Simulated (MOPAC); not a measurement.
MOPAC input (MNDO):

```
MNDO 1SCF GEO-OK AUX(PRECISION=9) THREADS=1
CaS

Ca   -0.00000000 1   -0.00000000 1   -1.03020600 1
S     0.00000000 1    0.00000000 1    1.28775800 1
```

From the output:

```
                                                       MOPAC v23.2.5 Linux

          FINAL HEAT OF FORMATION =         43.28268 KCAL/MOL =     181.09474 KJ/MOL

          COSMO AREA              =        104.16 SQUARE ANGSTROMS
          COSMO VOLUME            =         94.12 CUBIC ANGSTROMS

          IONIZATION POTENTIAL    =          7.383642 EV
          HOMO LUMO ENERGIES (EV) =         -7.384 -1.172
          NO. OF FILLED LEVELS    =          4
          MOLECULAR WEIGHT        =         72.1400         POINT GROUP:  C*v

          MOLECULAR DIMENSIONS (Angstroms)

            Atom       Atom       Distance
            S     2   Ca     1     2.31796
            S     2   Ca     1     0.00000
           Ca     1    S     2     0.00000

          SCF CALCULATIONS        =          1

   ATOM   CHEMICAL          X               Y               Z
  NUMBER   SYMBOL      (ANGSTROMS)     (ANGSTROMS)     (ANGSTROMS)

     1      Ca         -0.00000000  *  -0.00000000  *  -1.03020600  *
     2       S          0.00000000  *   0.00000000  *   1.28775800  *

                             CARTESIAN COORDINATES

   1   Ca       -0.000000000    -0.000000000    -1.030206000
   2    S        0.000000000     0.000000000     1.287758000

           Empirical Formula: Ca S  =     2 atoms

      MOLECULAR POINT GROUP   :   C*v

                  EIGENVALUES
 -17.76211  -7.94334  -7.38364  -7.38364  -1.17198   1.68645   1.68645   4.97581

              NET ATOMIC CHARGES AND DIPOLE CONTRIBUTIONS

  ATOM NO.   TYPE          CHARGE      No. of ELECS.   s-Pop       p-Pop
    1         Ca           0.673012        1.3270     0.20139     1.12559
    2          S          -0.673012        6.6730     1.77723     4.89578
 DIPOLE           X         Y         Z       TOTAL
 POINT-CHG.     0.000     0.000    -7.493     7.493
 HYBRID        -0.000     0.000    -4.264     4.264
 SUM           -0.000     0.000   -11.757    11.757

          ATOMIC ORBITAL ELECTRON POPULATIONS

     Atom    s        px        py        pz
    1 Ca   0.20139   0.36314   0.36314   0.39930
    2  S   1.77723   1.63686   1.63686   1.62207

 **********************
 *                    *
 * JOB ENDED NORMALLY *
 *                    *
 **********************

 == MOPAC DONE ==
```

The geometry given is a B3LYP-D3(BJ)/def2-TZVP minimum.
